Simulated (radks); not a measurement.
Ta+, configuration [Xe] 4f14 5d3 6s1. All-electron calculation, scalar-relativistic Kohn-Sham, BLYP, spin-polarised, spherical densities, finite nucleus; open shells are filled with parallel spins first (spin-orbit coupling, left out, can overturn this in heavy ions); Fermi nuclear charge, rms radius 5.3507 fm. Program: a radial shooting solver on a logarithmic mesh with Libxc functionals.

Normalised radial functions P(r) = r R(r), r in bohr:

| r | 5p up | 5p down | 5d up |
|---|---|---|---|
| 0.000686 | 0.0008 | 0.0009 | 0.0000 |
| 0.0007987 | 0.0011 | 0.0011 | 0.0000 |
| 0.0009298 | 0.0014 | 0.0014 | 0.0000 |
| 0.001082 | 0.0018 | 0.0018 | 0.0000 |
| 0.00126 | 0.0023 | 0.0023 | 0.0000 |
| 0.001467 | 0.0030 | 0.0030 | 0.0000 |
| 0.001708 | 0.0039 | 0.0039 | 0.0000 |
| 0.001988 | 0.0050 | 0.0050 | 0.0000 |
| 0.002314 | 0.0064 | 0.0065 | 0.0000 |
| 0.002694 | 0.0083 | 0.0084 | 0.0001 |
| 0.003137 | 0.0106 | 0.0107 | 0.0001 |
| 0.003623 | 0.0135 | 0.0136 | 0.0001 |
| 0.004217 | 0.0173 | 0.0175 | 0.0002 |
| 0.00491 | 0.0221 | 0.0224 | 0.0003 |
| 0.005715 | 0.0282 | 0.0285 | 0.0005 |
| 0.006654 | 0.0359 | 0.0363 | 0.0007 |
| 0.007746 | 0.0454 | 0.0459 | 0.0010 |
| 0.009018 | 0.0571 | 0.0577 | 0.0015 |
| 0.0105 | 0.0713 | 0.0721 | 0.0023 |
| 0.01222 | 0.0883 | 0.0892 | 0.0034 |
| 0.01423 | 0.1081 | 0.1093 | 0.0050 |
| 0.01656 | 0.1307 | 0.1321 | 0.0074 |
| 0.01928 | 0.1555 | 0.1572 | 0.0107 |
| 0.02245 | 0.1815 | 0.1835 | 0.0155 |
| 0.02613 | 0.2068 | 0.2091 | 0.0221 |
| 0.03042 | 0.2286 | 0.2311 | 0.0311 |
| 0.03542 | 0.2431 | 0.2458 | 0.0431 |
| 0.04123 | 0.2455 | 0.2483 | 0.0587 |
| 0.048 | 0.2305 | 0.2331 | 0.0782 |
| 0.05588 | 0.1930 | 0.1951 | 0.1016 |
| 0.06505 | 0.1296 | 0.1310 | 0.1281 |
| 0.07573 | 0.0406 | 0.0411 | 0.1558 |
| 0.08746 | -0.0619 | -0.0626 | 0.1801 |
| 0.1018 | -0.1769 | -0.1789 | 0.1991 |
| 0.1185 | -0.2786 | -0.2818 | 0.2050 |
| 0.138 | -0.3414 | -0.3452 | 0.1911 |
| 0.1606 | -0.3398 | -0.3436 | 0.1517 |
| 0.187 | -0.2575 | -0.2602 | 0.0845 |
| 0.2177 | -0.0963 | -0.0972 | -0.0070 |
| 0.2535 | 0.1168 | 0.1183 | -0.1120 |
| 0.2951 | 0.3312 | 0.3350 | -0.2123 |
| 0.3435 | 0.4834 | 0.4888 | -0.2860 |
| 0.3999 | 0.5171 | 0.5225 | -0.3121 |
| 0.4655 | 0.4038 | 0.4075 | -0.2772 |
| 0.542 | 0.1563 | 0.1567 | -0.1802 |
| 0.6309 | -0.1750 | -0.1786 | -0.0322 |
| 0.7345 | -0.5180 | -0.5252 | 0.1462 |
| 0.8551 | -0.8014 | -0.8104 | 0.3304 |
| 0.9954 | -0.9738 | -0.9819 | 0.4964 |
| 1.159 | -1.0149 | -1.0195 | 0.6252 |
| 1.349 | -0.9372 | -0.9367 | 0.7050 |
| 1.571 | -0.7775 | -0.7722 | 0.7329 |
| 1.828 | -0.5823 | -0.5744 | 0.7129 |
| 2.112 | -0.4027 | -0.3949 | 0.6577 |
| 2.458 | -0.2456 | -0.2396 | 0.5716 |
| 2.862 | -0.1330 | -0.1292 | 0.4678 |
| 3.332 | -0.0630 | -0.0611 | 0.3580 |
| 3.878 | -0.0256 | -0.0249 | 0.2539 |
| 4.515 | -0.0087 | -0.0085 | 0.1653 |
| 5.256 | -0.0024 | -0.0024 | 0.0976 |
| 6.119 | -0.0005 | -0.0005 | 0.0516 |
| 7.124 | -0.0001 | -0.0001 | 0.0240 |
| 8.293 | 0.0000 | 0.0000 | 0.0096 |
| 9.655 | 0.0000 | 0.0000 | 0.0033 |

5p up: eigenvalue -46.874 eV, 3 radial nodes at r = 0.0804, 0.234, 0.584 bohr, <r> = 1.30 bohr, 90 % of the charge inside 1.91 bohr. 5p down: eigenvalue -45.427 eV, 3 radial nodes at r = 0.0804, 0.234, 0.584 bohr, <r> = 1.29 bohr, 90 % of the charge inside 1.89 bohr. 5d up: eigenvalue -11.048 eV, 2 radial nodes at r = 0.215, 0.649 bohr, <r> = 2.10 bohr, 90 % of the charge inside 3.31 bohr.
